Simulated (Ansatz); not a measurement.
Calculation: frozen-core CCSD(T)/cc-pVTZ // PBE0-D3(BJ)/def2-TZVP (Ansatz, a first-principles code). The restricted HF reference is unstable towards unrestricted orbitals.

Ansatz 0.2 input:
```yaml
crystal:
  periodic: [false, false, false]
  atoms:
    - { symbol: Si, position_ang: [1.856079, -0.5696, 0.369156] }
    - { symbol: C, position_ang: [0.94301, 0.976657, 0.755374] }
    - { symbol: Si, position_ang: [-0.691426, 1.195197, 0.302182] }
    - { symbol: Si, position_ang: [-1.913334, -0.434632, -0.838129] }
    - { symbol: H, position_ang: [0.943424, -1.491608, -0.367241] }
    - { symbol: H, position_ang: [3.051276, -0.324176, -0.486225] }
    - { symbol: H, position_ang: [2.329742, -1.271412, 1.595421] }
    - { symbol: H, position_ang: [1.456214, 1.775039, 1.28681] }
    - { symbol: H, position_ang: [-1.404666, 2.459011, 0.627844] }
    - { symbol: H, position_ang: [-3.292967, 0.085143, -1.033626] }
    - { symbol: H, position_ang: [-1.972859, -1.689732, -0.04754] }
    - { symbol: H, position_ang: [-1.304492, -0.709884, -2.164024] }
basis:
  gaussian: { orbitals: cc-pVTZ }
correlation:
  method: ccsd_t
```

Output:

```
Functional definition: HF
1385 factors; integrals over basis functions are off by at most 8.8e-4 eV
mean field evaluation 1: about -24739.6412 eV, gradient 3.3e1 eV
mean field evaluation 2: about -24739.9020 eV, gradient 3.3e1 eV
mean field evaluation 4: about -24743.6980 eV, gradient 4.4e0 eV
mean field evaluation 8: about -24743.8090 eV, gradient 2.9e-1 eV
mean field evaluation 16: about -24743.8098 eV, gradient 1.7e-6 eV
mean field -24743.80983181 eV, -909.3182393623 hartree, gradient 1.7e-6 eV, S^2 0.000000; 0 other end points of the search recorded, 0 dependent functions left out; unrestricted orbitals would lower it
16 core orbitals not correlated
reference -24743.80983181 eV, -909.3182393623 hartree; 12, 12 occupied and 216, 216 virtual orbitals, 1385 factors
second order -14.77407648 eV of doubles, -0.00000000 eV of singles
cycle   1  -15.90572613 eV  change    -1.1e0 eV  update   1.1e-1
cycle   2  -16.46914730 eV  change   -5.6e-1 eV  update   3.5e-2
cycle   3  -16.56543207 eV  change   -9.6e-2 eV  update   1.6e-2
cycle   4  -16.55827148 eV  change    7.2e-3 eV  update   4.9e-3
cycle   5  -16.55773508 eV  change    5.4e-4 eV  update   2.4e-3
cycle   6  -16.55744783 eV  change    2.9e-4 eV  update   8.3e-4
cycle   7  -16.55759322 eV  change   -1.5e-4 eV  update   3.6e-4
cycle   8  -16.55773646 eV  change   -1.4e-4 eV  update   1.3e-4
cycle   9  -16.55772286 eV  change    1.4e-5 eV  update   3.9e-5
cycle  10  -16.55770396 eV  change    1.9e-5 eV  update   1.3e-5
perturbative correction -0.71364331 eV, -0.0262259080 hartree
Total energy: -24761.08117909 eV, -909.9529496677 hartree
```

Cost: roughly 3 core-minutes.
